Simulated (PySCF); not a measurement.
## `C[C@@H]1CC[P@@]1(C)=O`, C$_{5}$H$_{11}$OP

Cartesian coordinates in Å; atom numbers follow the order of the lines, from 1:
```xyz
18

C    -0.7815    1.8481   -0.2685
C    -0.6894    0.3975   -0.6952
C    -1.3360   -0.6535    0.2310
C    -0.3018   -1.7779    0.0374
P     0.9195   -0.5426   -0.6148
C     1.9133    0.0790    0.7922
O     1.7018   -0.8166   -1.8247
H    -0.4176    1.9797    0.7484
H    -0.1864    2.4745   -0.9305
H    -1.8153    2.1890   -0.3097
H    -1.0674    0.2838   -1.7168
H    -1.3381   -0.3010    1.2622
H    -2.3548   -0.9269   -0.0404
H    -0.5842   -2.4620   -0.7627
H    -0.0558   -2.3550    0.9255
H     2.3678    1.0216    0.4929
H     1.3139    0.2156    1.6858
H     2.7031   -0.6470    0.9764
```

Method used: TDDFT PBE0/def2-SVPD circular dichroism and optical rotation, one conformer, gas phase (PySCF 2.14.0). Geometry: GFN2-xTB.

States above about 7.4 eV (minus the energy of the highest occupied orbital) lie near or above the ionisation threshold and depend on the basis.

(1) What are the CIP labels of the stereocentres?

(2) Which excitations and rotatory strengths does the calculation give?

## Answers

(1) C2 R, P5 R.

(2) Rotatory strengths R in 10⁻⁴⁰ esu² cm², velocity form and length form (origin at the centre of mass); f in length form.
| state | E (eV) | λ (nm) | f | R (velocity) | R (length) | main |
| --- | --- | --- | --- | --- | --- | --- |
| 1 | 6.86 | 181 | 0.014 | +5.4 | +5.4 | HOMO→LUMO 0.96 |
| 2 | 7.00 | 177 | 0.028 | +9.3 | +8.8 | HOMO−1→LUMO 0.93 |
| 3 | 7.07 | 175 | 0.013 | -6.6 | -7.1 | HOMO→LUMO+1 0.83 |
| 4 | 7.18 | 173 | 0.008 | +10.9 | +11.2 | HOMO−1→LUMO+1 0.77 |
| 5 | 7.30 | 170 | 0.014 | +18.6 | +18.9 | HOMO→LUMO+2 0.71, HOMO−1→LUMO+2 0.10 |
| 6 | 7.45 | 166 | 0.021 | -8.6 | -8.0 | HOMO−1→LUMO+2 0.65, HOMO→LUMO+2 0.12 |
| 7 | 7.71 | 161 | 0.014 | -4.3 | -3.9 | HOMO→LUMO+3 0.90 |
| 8 | 7.74 | 160 | 0.026 | -6.2 | -7.3 | HOMO−1→LUMO+3 0.67, HOMO−1→LUMO+5 0.09 |

Among the states computed, the strongest CD band (largest |R|) is state 5. The largest dissymmetry factor in size, g = 4R/(D+G), with D and G the electric and magnetic dipole strengths, is +0.019 for state 4 (velocity form, f = 0.006), among bands with |R| over 0.5. The mirror image has the same energies and oscillator strengths and all R with the opposite sign.
